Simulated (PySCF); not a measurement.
## Fractional electron number in Mn²⁺ (manganese, charge +2)

The 3d alpha orbital of [Ar] 3d5 is emptied in steps (occupation f), with all orbitals relaxed, ending at [Ar] 3d4. Computed with PySCF 2.14 in x2c-TZVPall (6s5p4d1f, 48 functions), with scalar relativity by spin-free X2C-1e. The exact energy is a straight line in f; departures are measured from the line between the end points of the same method.

| f | BHandHLYP (eV) | wB97X (eV) | CAM-B3LYP (eV) |
| --- | --- | --- | --- |
| 1 | 0.000 | 0.000 | 0.000 |
| 0.9 | -0.271 | -0.277 | -0.375 |
| 0.7 | -0.639 | -0.654 | -0.884 |
| 0.5 | -0.768 | -0.788 | -1.062 |
| 0.3 | -0.651 | -0.669 | -0.900 |
| 0.1 | -0.282 | -0.289 | -0.389 |
| 0 | 0.000 | 0.000 | 0.000 |

```
   method  E(f=0) − E(f=1) (eV)  −ε at f=1 (eV)  −ε at f=0.5 (eV)
BHandHLYP                33.485          30.493            33.448
    wB97X                33.417          30.367            33.373
CAM-B3LYP                33.833          29.686            33.786
```

Orbital energy along the path (eV):

```json
{"f": "1", "BHandHLYP": "-30.493", "wB97X": "-30.367", "CAM-B3LYP": "-29.686"}
{"f": "0.9", "BHandHLYP": "-31.062", "wB97X": "-30.939", "CAM-B3LYP": "-30.479"}
{"f": "0.7", "BHandHLYP": "-32.234", "wB97X": "-32.129", "CAM-B3LYP": "-32.107"}
{"f": "0.5", "BHandHLYP": "-33.448", "wB97X": "-33.373", "CAM-B3LYP": "-33.786"}
{"f": "0.3", "BHandHLYP": "-34.696", "wB97X": "-34.660", "CAM-B3LYP": "-35.510"}
{"f": "0.1", "BHandHLYP": "-35.975", "wB97X": "-35.974", "CAM-B3LYP": "-37.274"}
{"f": "0", "BHandHLYP": "-36.626", "wB97X": "-36.635", "CAM-B3LYP": "-38.172"}
```

Reference removal energy between the ground levels: 33.668 ± 0.012 eV (measured; NIST Atomic Spectra Database, ionization energies). The calculation has no spin-orbit coupling. The determinant left behind need not be the lowest term of the ion.
